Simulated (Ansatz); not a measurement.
Question: Name a neutral molecule of C, Cl, In and H with LUMO energy (B3LYP/def2-TZVPP) between -2.05 and -1.75 eV and HOMO–LUMO gap (PBE0/def2-TZVPP) between 6.10 and 6.40 eV (Ansatz, PBE0-D4/def2-TZVP geometry).

Answer: `[CH3][InH][Cl]` (-1.88 eV, 6.28 eV). Other molecules can fit too; these were computed, each in one conformer that needn't be the lowest.

B3LYP here is the variant with VWN-RPA as its local correlation; programs differ in this.
